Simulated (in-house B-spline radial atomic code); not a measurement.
# Ionising Cr VIII (Cr7+) with different functionals

Computed with a radial B-spline atomic code at the basis-set limit: four-component Dirac-Coulomb Hamiltonian, Fermi nucleus of rms radius 3.6452 fm, spin-restricted, spherical fractional occupations for the functionals, and exact exchange of hybrids averaged over the configuration. The ionisation energy is the difference of two self-consistent energies, [Ne] 3s2 3p5 → [Ne] 3s2 3p4, without Breit or QED terms; ε is the level of the shell that loses the electron (mean over j). The electron is taken from both j subshells in proportion to 2j + 1, so the result is a j average, not the step between ground levels.

```json
{"method": "BHandHLYP", "rung": "global hybrid", "ΔSCF (eV)": "186.21", "-ε(3p) (eV)": "180.23"}
{"method": "PBE0", "rung": "global hybrid", "ΔSCF (eV)": "?", "-ε(3p) (eV)": "?"}
{"method": "B3LYP", "rung": "global hybrid", "ΔSCF (eV)": "?", "-ε(3p) (eV)": "?"}
{"method": "CAM-B3LYP", "rung": "range-separated hybrid", "ΔSCF (eV)": "186.43", "-ε(3p) (eV)": "178.36"}
```

(1) What does B3LYP give?

(2) What does PBE0 give?

(3) Among the functionals, which spreads more, the ΔSCF values or the orbital energies?

(4) How do they compare with the NIST value?

## Answers

(1) ΔSCF 186.50 eV, and -ε(3p) = 176.37 eV.

(2) ΔSCF 186.45 eV, and -ε(3p) = 177.03 eV.

(3) The orbital energies: ΔSCF values span about 0.28 eV and the orbital energies 3.86 eV; here energy differences depend much less on the functional than eigenvalues do.

(4) NIST lists 184.8 eV ± 0.15 (semi-empirical, ground level to ground level). Errors run from +1.45 to +1.74 eV. The correlated functionals all miss on the same side by more than they spread, so the cause is common to them (Breit-QED terms, spin polarisation, the choice among j levels, multiplet and fine-structure energies, or a listed next ion that isn't the cheapest removal here) and closeness doesn't rank the functionals.
